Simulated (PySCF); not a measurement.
**Dipole moment and polarisability of `CC(C)[SiH]1CC1`**

Species: C5H12Si.
Structure used (GFN2-xTB), in Å, numbered top down from 1:
```xyz
18
C5H12Si angstrom
C     -1.7708   -0.3229   -1.0995
C     -0.9059    0.2624    0.0150
C     -1.6367    0.1543    1.3519
Si     0.7925   -0.5891    0.0913
C      2.2123    0.0692   -0.9558
C      2.3158    0.4226    0.5390
H     -1.2910   -0.2017   -2.0680
H     -2.7407    0.1728   -1.1327
H     -1.9422   -1.3851   -0.9345
H     -0.7547    1.3256   -0.2010
H     -1.8411   -0.8878    1.5903
H     -1.0419    0.5776    2.1583
H     -2.5885    0.6836    1.3135
H      0.7784   -2.0081    0.4247
H      2.9685   -0.6063   -1.3275
H      2.0696    0.9044   -1.6273
H      2.2337    1.4734    0.7786
H      3.1341   -0.0385    1.0719
```

Level: CAM-B3LYP/def2-SVPD (PySCF), static field, nuclei fixed, core orbitals frozen in the response. The polarisability tensor in these axes (au):

```
x   103.05   4.70  -2.63
y     4.70  76.93   0.40
z    -2.63   0.40  81.24
```

Q: Give the principal values, the mean and the anisotropy Δα = √{½[(α1 − α2)² + (α2 − α3)² + (α1 − α3)²]}.

A: Principal values 75.97, 81.11 and 104.15 au; mean 87.07 au = 12.90 Å³ = 14.36 × 10⁻⁴⁰ C²·m²/J; Δα = 26.00 au (30 % of the mean).

Q: What is the dipole moment, and where does it point?

A: (-0.85, 0.21, 0.01) D, 0.87 D in size, pointing from the negative to the positive side. Measured along this direction, the outermost atoms are H15 and H18 at the negative end and H13 and H8 at the positive end.

Q: What are the principal values of the traceless quadrupole moment, Θ = ½Σq(3rr − r²1), about the centre of nuclear charge?

A: -1.47, -0.68, 2.15 D·Å. The values depend on the origin, since the dipole doesn't vanish. The electronic extent ⟨r²⟩ about the same centre is 921 bohr², a root-mean-square distance of 2.15 Å for the 56 electrons.

Q: Estimate the molar refractivity from the static electronic polarisability.

A: Lorentz–Lorenz: R = (4π/3)N_A α = 2.5225 cm³/(mol·Å³) × 12.90 Å³ = 32.5 cm³/mol, in the limit of long wavelengths.

Q: Refractivity n − 1 of an ideal gas of it at 273.15 K and 1 atm, from the electronic α?

A: N = p/kT = 2.6868 × 10¹⁹ cm⁻³, so n − 1 = 2π × N × 12.90 × 10⁻²⁴ cm³ = 2178 × 10⁻⁶ at long wavelengths, for an ideal gas.

Isolated species at its GFN2-xTB geometry (one conformer only).

These values come from a run that also computed excited states. The run took 85 s of wall time on an Arm Neoverse N1 with one thread, shared host with 64 logical CPUs at a one-minute load of 58, and the process peaked at 1.0 GiB of memory.
